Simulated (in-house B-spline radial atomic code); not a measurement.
A fraction x of an electron is moved 3s → 3p in S VI (S5+), starting from [Ne] 3s1 and keeping the highest spin. Method: scalar-relativistic (X2C) revTPSS, spin-polarised, spherical fractional occupations, Fermi nucleus of rms radius 3.2611 fm. Calculated with an all-electron radial atomic-structure program (B-spline basis).

```
    x  E(x) - E(0) (eV)  3s up level (eV)  3p up level (eV)
    0            0.0000           -81.823                 -
0.125            1.6606           -81.842           -68.566
 0.25            3.3188           -81.861           -68.604
0.375            4.9747           -81.880           -68.642
  0.5                 ?                 ?                 ?
0.625            8.2790           -81.918           -68.720
 0.75                 ?                 ?                 ?
0.875           11.5734           -81.957           -68.798
    1           13.2170                 -           -68.837
```

Task: What belongs in the row x = 0.5?

Result: An energy change of 6.6281 eV; 3s up at -81.899 eV, 3p up at -68.681 eV.

Task: What belongs in the row x = 0.75?

Result: An energy change of 9.9274 eV; 3s up at -81.937 eV, 3p up at -68.760 eV.

Task: Check Janak's theorem between x = 0.125 and 0.25.

Result: The slope of the energy is 13.27 eV; the orbital levels give 13.27 eV (ε of the receiving orbital less ε of the emptying one, averaged over the two points).
